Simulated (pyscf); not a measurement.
## `[O][Si](=[O])[OH]`, doublet

Gas-phase minimum from PySCF at ωB97X-D3(BJ)/def2-SVP, one conformer. Other isomers of •O–Si(=O)–OH were not searched in full and may lie lower. 

SMILES: [O][Si](=O)O
```xyz
5

O      1.6956    -0.5871    -1.4487
Si     0.4854     0.0829    -0.8127
O     -0.1826     1.4812    -1.3805
O     -0.4151    -0.3319     0.4738
H     -0.1819    -1.1359     0.9541
```
Charge 0, spin multiplicity 2.

Bonded distances (Å): O1–Si2 1.523, Si2–O3 1.650, Si2–O4 1.624, O4–H5 0.965. Angles (°): O1–Si2–O3 123.4, O1–Si2–O4 131.2, O3–Si2–O4 105.3, Si2–O4–H5 118.2.

Properties at ωB97X-D3(BJ)/def2-SVP:

| Property | Value |
|---|---|
| Harmonic wavenumbers, unscaled | 247, 305, 347, 378, 769, 802, 987, 1285, 3912 cm⁻¹ |
| Zero-point energy | 12.9 kcal/mol |
| Rotational symmetry number | 1 |
| Entropy of this conformer at 298 K and 1 atm, rigid rotor and harmonic oscillator, modes under 100 cm⁻¹ raised to 100 | 296.7 J/(mol K) |
| Dipole moment | 3.24 D |
| Spin expectation value S2 | 0.755 |

Single-point totals, which compare only within one level (frozen core for MP2 and CC):

```csv
level,total energy (hartree)
ωB97X-D3(BJ)/def2-TZVP,-515.93949
PBE/def2-TZVP,-515.53060
r²SCAN/def2-TZVP,-515.77583
B3LYP-D3(BJ)/def2-TZVP,-515.92720
PBE0-D3(BJ)/def2-TZVP,-515.54024
M06-2X/def2-TZVP,-515.79522
ωB97M-D3(BJ)/def2-TZVP,-515.99119
UHF/def2-TZVPP,-514.26901
MP2/def2-TZVPP,-515.03503
CCSD/def2-TZVPP,-515.04597
CCSD(T)/def2-TZVPP,-515.07692
```

The CCSD(T) − MP2 part came from Ansatz, without density fitting, on the same reference.
